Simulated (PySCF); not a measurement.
B: excitation energy

B [He] 2s2 2p1 (2P) → B [He] 2s1 2p1 3d1 (high-spin determinant), as a difference of total energies. Computed with PySCF 2.14 in aug-cc-pVTZ (5s4p3d2f, 46 functions), with the non-relativistic Hamiltonian (point nucleus). Correlated levels: valence: 1s2 frozen. The calculations carry no spin-orbit coupling.

```tsv
method	excitation energy (cm⁻¹)
UHF	87983
MP2 (valence)	96298
SCS-MP2 (valence)	98584
CCSD (valence)	99818
CCSD(T) (valence)	100070
```

The upper state lies above the first ionisation limit, but in LS coupling its spin forbids autoionisation to the ground ion. A Rydberg-like electron needs more diffuse functions than a valence basis has.

The promoted electron is Rydberg-like, and one or two diffuse shells describe it only roughly, which tends to raise the upper state.

The determinant of the upper state mixes LS terms, which raises its energy above the lowest term, most at the Hartree-Fock and MP2 levels.
